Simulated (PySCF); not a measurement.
**Electron correlation in Br²⁺ (bromine, charge +2)**

[Ar] 3d10 4s2 4p3, high-spin 4S determinant. Computed with PySCF 2.14 in cc-pVTZ-DK (6s5p3d1f, 43 functions), with scalar relativity by spin-free X2C-1e. Frozen: [Ar] 3d10; 5 electrons correlated.

MP2 pair energies summed by pair of shells (mhartree):

```
 pair  energy  share (%)
4s-4p  -52.29       66.9
4p-4p  -17.41       22.3
4s-4s   -8.51       10.9
```

Total MP2 correlation energy: -78.21 mhartree.

Same-spin part -20.53 and opposite-spin part -57.67 mhartree; SCS-MP2 scales them by 1/3 and 6/5 to -76.05 mhartree.

```json
{"level": "CCSD", "correlation energy (mhartree)": "-93.15"}
{"level": "(T)", "correlation energy (mhartree)": "-2.28"}
{"level": "CCSD(T)", "correlation energy (mhartree)": "-95.43"}
```

Diagnostics: T1 = 0.0017, D1 = 0.0035, largest double amplitude 0.053.

Cost of the coupled-cluster step: 0.45 s of wall time on 1 thread of Neoverse-V1 (shared host), for 5 correlated electrons.
